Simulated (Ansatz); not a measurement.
Geometry optimisation, Ansatz 0.2.0, RKS B3LYP-D4/def2-SVP.

input.yaml

```yaml
crystal:
  periodic: [false, false, false]
  atoms:
    - { symbol: C, position_ang: [0.1378, -0.80902, -1.01464] }
    - { symbol: Ga, position_ang: [0.10836, 0.56303, 0.37409] }
    - { symbol: Cl, position_ang: [1.03483, 0.04778, 2.29023] }
    - { symbol: H, position_ang: [-0.50957, -1.57771, -0.52222] }
    - { symbol: H, position_ang: [-0.4895, -0.42568, -1.85212] }
    - { symbol: H, position_ang: [-0.28193, 2.20159, 0.72466] }
total_charge: -1
basis:
  gaussian: { orbitals: def2-SVP }
hamiltonian:
  xc: b3lyp
  dispersion: d4
relax:
  f_tol: 0.015
  max_steps: 40
output:
  orbitals: {}
```

Launched with:

```bash
$ ansatz run input.yaml --threads 1 --pin off --max-ram 2048MiB --backend cpu --events-out ev --progress --plain --runs-dir out
```

Task: Where does it end, and by what steps?

Result: The forces met the threshold. Limits of this set-up: an anion without diffuse functions, the dipole of an ion depends on the origin. After 8 steps the energy has fallen by 0.622 eV; H4 moved furthest, 0.51 Å.

| step | energy less start (eV) | largest force component (eV/Å) | accepted |
| --- | --- | --- | --- |
| 0 | 0.0000 | 1.116 | yes |
| 1 | -0.3158 | 1.227 | yes |
| 2 | -0.4582 | 1.736 | yes |
| 3 | -0.5074 | 0.896 | yes |
| 4 | -0.5867 | 0.481 | yes |
| 5 | -0.5994 | 0.181 | yes |
| 6 | -0.5992 | 0.209 | no |
| 7 | -0.6211 | 0.053 | yes |
| 8 | -0.6219 | 0.011 | yes |

```xyz
6
Properties=species:S:1:pos:R:3
C -0.241 -0.659 -0.849
Ga 0.090 0.605 0.433
Cl 0.937 -0.016 2.468
H -0.056 -1.731 -0.707
H -0.647 -0.382 -1.832
H -0.083 2.183 0.487
```

Whether the end is a true minimum wasn't checked by a vibrational analysis.

Run time: 70 s on 1 thread of Intel(R) Xeon(R) Processor @ 2.50GHz (Skylake/Cascade Lake), on a shared host, peak memory 0.17 GiB.
